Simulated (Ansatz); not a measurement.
Total energies of AsMe3 (C₃H₉As) from Ansatz at PBE0-D4/def2-TZVP, gas phase (1 Eh = 27.2114 eV = 2625.5 kJ/mol). The reference geometry is relaxed at B3LYP-D4/def2-SVP.

| atom | x (Å) | y (Å) | z (Å) |
| --- | --- | --- | --- |
| As1 | 0.367 | 0.431 | -0.883 |
| C2 | 1.011 | -1.352 | -0.295 |
| H3 | 0.791 | -2.096 | -1.076 |
| H4 | 0.532 | -1.663 | 0.646 |
| H5 | 2.102 | -1.316 | -0.151 |
| C6 | -1.571 | 0.057 | -0.681 |
| H7 | -1.795 | -0.393 | 0.299 |
| H8 | -1.896 | -0.631 | -1.477 |
| H9 | -2.137 | 0.995 | -0.785 |
| C10 | 0.610 | 1.353 | 0.857 |
| H11 | 0.132 | 2.343 | 0.815 |
| H12 | 1.684 | 1.497 | 1.047 |
| H13 | 0.171 | 0.774 | 1.684 |

```csv
state,geometry,energy (Eh)
charge 0 singlet,reference,-2355.24310
charge 1 doublet,reference,-2354.92749
charge 1 doublet,relaxed at B3LYP-D4/def2-SVP,-2354.95561
free As atom (quartet),–,-2235.53903
free C atom (triplet),–,-37.80537
free H atom (doublet),–,-0.50104
```

Work out the vertical ionisation energy to the doublet.

E(charge 1 doublet) − E(charge 0 singlet) = -2354.92749 − (-2355.24310) = 0.31561 Eh = 8.59 eV. For comparison, −ε of the highest occupied level is 6.52 eV at this level, 2.07 eV less.

How much does the charge 1 doublet relax, and what is the adiabatic ionisation energy?

Relaxation: -2354.92749 − (-2354.95561) = 0.02812 Eh = 0.77 eV. Adiabatic ionisation energy: 0.28749 Eh = 7.82 eV, without zero-point energy. 

What is the binding energy per atom against free atoms?

Atoms: 1 × (-2235.53903) + 3 × (-37.80537) + 9 × (-0.50104) = -2353.46450 Eh. Binding: -2353.46450 − (-2355.24310) = 1.77860 Eh = 48.40 eV, or 3.72 eV for each of 13 atoms (no zero-point energy, no counterpoise term).
